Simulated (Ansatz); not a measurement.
Program: Ansatz. Geometries: PBE0-D4/def2-TZVP. ΔE: electronic, gas phase. CCSD(T)/CBS is the MP2 limit (def2-TZVPP, def2-QZVPP) plus CCSD(T) − MP2 in def2-TZVPP, frozen cores. This one scheme is used for every species. DFT in def2-TZVPP. For Br outer-core shells are correlated without core-valence functions, which leaves a few kJ/mol of doubt a bond. Scalar relativity is left out up to krypton. One conformer a species, not always the lowest.

`[CH3][Al]([SiH3])[Br]` + H₂O → `[CH3][Al]([OH])[Br]` + SiH₄  (formal hydrolysis of the Al–Si bond)

`[CH3][Al]([SiH3])[Br]`:

```xyz
10

C     0.100    0.743   -1.804
Al   -0.621   -0.284   -0.320
Si    0.395   -0.457    1.902
Br   -2.559   -1.425   -0.644
H     1.109    0.399   -2.054
H     0.189    1.800   -1.531
H    -0.519    0.670   -2.700
H    -0.393   -1.317    2.825
H     0.525    0.894    2.522
H     1.773   -1.022    1.803
```

H₂O:

Z-matrix (Å, degrees):
```
O
H 1 0.960
H 1 0.960 2 105.1
```

`[CH3][Al]([OH])[Br]`:

Z-matrix (Å, degrees):
```
C
Al 1 1.930
H 1 1.093 2 110.8
H 1 1.092 2 111.3 3 120.8
H 1 1.093 2 110.8 3 -118.4
O 2 1.689 1 120.9 3 -121.0
Br 2 2.266 1 121.3 3 59.0
H 6 0.956 2 123.2 1 -180.0
```

SiH₄:

Z-matrix (Å, degrees):
```
Si
H 1 1.485
H 1 1.485 2 109.5
H 1 1.485 2 109.5 3 -120.0
H 1 1.485 2 109.5 3 120.0
```

CCSD(T)/CBS gives -134.8 kJ/mol.

**Question.** Another level gave -121.2 kJ/mol. Which?
A. MP2/def2-TZVPP
B. PBE0-D4/def2-TZVPP
C. CCSD(T)/def2-TZVPP
D. HF/def2-TZVPP

**Answer.** B. PBE0-D4 -121.2, HF/def2-TZVPP -155.7, CCSD(T)/def2-TZVPP -138.4, MP2/def2-TZVPP -147.1 kJ/mol.

Largest T1 diagnostic among the species: 0.011.

In def2-TZVPP, CCSD(T) changes the Hartree–Fock value by +17.3 kJ/mol (the triples alone add +2.3 kJ/mol) and MP2 by +8.6 kJ/mol. From PBE to PBE0 (25 % exact exchange), in def2-TZVPP and without D4, ΔE moves by −3.2 kJ/mol.
